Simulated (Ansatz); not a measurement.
Mulliken charges of F3GaH4OSi, SMILES `[F][Ga-]([F])([F])[OH+][SiH3]` from ωB97M-V/def2-TZVPP in Ansatz (PBE0-D4/def2-TZVP geometry).

| atom | x (Å) | y (Å) | z (Å) | charge (e) |
| --- | --- | --- | --- | --- |
| F1 | -1.863 | -2.116 | 0.712 | -0.376 |
| Ga2 | -0.399 | -1.666 | -0.118 | 0.895 |
| F3 | 1.053 | -1.502 | 0.860 | -0.398 |
| F4 | -0.246 | -2.135 | -1.796 | -0.392 |
| O5 | -0.517 | 0.319 | -0.422 | -0.267 |
| Si6 | 0.533 | 1.409 | 0.380 | 0.282 |
| H7 | -0.781 | 0.539 | -1.322 | 0.208 |
| H8 | 1.921 | 1.180 | -0.063 | 0.019 |
| H9 | 0.321 | 1.173 | 1.816 | 0.028 |
| H10 | 0.061 | 2.748 | -0.045 | 0.001 |

Question: By hand: the dipole of these point charges (1 e Å = 4.8032 D).

Answer: Σ q r = (0.192, 1.222, -0.017) e Å, of length 1.237 e Å = 5.94 D.

Question: How does the dipole of the full density compare? (Estimate.)

Answer: Computed: (0.105, 1.078, -0.196) e Å, 5.29 D; the point charges give 1.12 times that, at 10° from its direction.

Point charges leave out the atoms' own dipoles, such as those of lone pairs, and Mulliken's split depends on the basis, so the close match here is no proof of good charges.
